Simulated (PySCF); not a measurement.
SMILES c1(S)sc(cc1)C=O (C5H4OS2) (GFN2-xTB optimised geometry):

```
12

O     -2.546    -2.198     0.003
C     -1.339    -2.257     0.001
C     -0.444    -1.131     0.000
C      0.933    -1.131     0.000
C      1.492     0.149     0.000
C      0.533     1.134     0.000
S      0.853     2.850    -0.001
S     -1.071     0.495     0.000
H     -0.805    -3.228     0.000
H      1.514    -2.036     0.000
H      2.546     0.358     0.000
H     -0.424     3.228    -0.001
```

Calculation: PBE0/def2-TZVP run with PySCF.

Problem. What are the frontier orbital energies and the dipole moment?

Solution. HOMO-2 -7.93 eV, HOMO-1 -7.56 eV, HOMO -6.67 eV, LUMO -2.06 eV, LUMO+1 -0.66 eV; dipole moment 3.39 D.

Meta-Löwdin charges at PBE0/def2-TZVP: O1 -0.42, C2 0.25, C3 -0.18, C4 -0.11, C5 -0.18, C6 -0.19, S7 0.04, S8 0.31, H9 0.08, H10 0.14, H11 0.14, H12 0.11.
